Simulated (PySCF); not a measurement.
## Molecular orbitals of InB

UHF at R = 2.435 Å; PySCF, scalar-relativistic core potentials, basis sets In def2-SVPD with ECP28, B def2-SVPD. State: ³Π (triplet), unpaired electrons σ ↑, π ↑. Only the outer orbitals are listed, counted within each symmetry, core potentials removing the inner ones.

```json
{"spin": "α", "orbital": "5σ", "occ.": "1", "ε (eV)": "-15.97", "on In (%)": "25", "main shells (%)": "74 B s, 19 In s"}
{"spin": "α", "orbital": "6σ", "occ.": "1", "ε (eV)": "-11.25", "on In (%)": "56", "main shells (%)": "54 In s, 28 B p, 17 B s"}
{"spin": "α", "orbital": "3π", "occ.": "1", "ε (eV)": "-7.54", "on In (%)": "14", "main shells (%)": "85 B p, 12 In p"}
{"spin": "α", "orbital": "7σ", "occ.": "1", "ε (eV)": "-7.28", "on In (%)": "56", "main shells (%)": "42 B p, 37 In p, 18 In s"}
{"spin": "α", "orbital": "3π", "occ.": "0", "ε (eV)": "-0.10", "on In (%)": "83", "main shells (%)": "81 In p, 19 B p"}
{"spin": "α", "orbital": "4π", "occ.": "0", "ε (eV)": "0.85", "on In (%)": "89", "main shells (%)": "83 In p, 9 B p"}
{"spin": "β", "orbital": "5σ", "occ.": "1", "ε (eV)": "-12.98", "on In (%)": "46", "main shells (%)": "47 B s, 44 In s"}
{"spin": "β", "orbital": "6σ", "occ.": "1", "ε (eV)": "-8.41", "on In (%)": "65", "main shells (%)": "51 In s, 36 B s, 13 In p"}
{"spin": "β", "orbital": "3π", "occ.": "0", "ε (eV)": "0.12", "on In (%)": "92", "main shells (%)": "90 In p, 10 B p"}
{"spin": "β", "orbital": "3π", "occ.": "0", "ε (eV)": "0.51", "on In (%)": "99", "main shells (%)": "98 In p"}
{"spin": "β", "orbital": "7σ", "occ.": "0", "ε (eV)": "1.11", "on In (%)": "81", "main shells (%)": "59 In s, 20 In p, 16 B s"}
```

Question: Which are the highest filled and the lowest empty level, where do they sit, and how wide is the gap?

Answer: Highest filled α 7σ at -7.28 eV (in %: 42 B p, 37 In p, 18 In s); lowest empty α 3π at -0.10 eV (in %: 81 In p, 19 B p); the gap at UHF is 7.18 eV.

The bond order (Mayer) is 0.91 and the ⟨S²⟩ is 2.019. The charge on In (Mulliken, basis-dependent) is 0.38. The charge on In (Löwdin, basis-dependent) is 0.31 and the dipole moment (positive dipole means In(−)B(+)) is -1.73 D. The polarisability along the bond is 113.5 bohr³. The polarisability across the bond is 76.8 bohr³.

Spin–orbit coupling is left out. The state is the lowest determinant that a PBE0 search found; another state may lie lower at other levels.
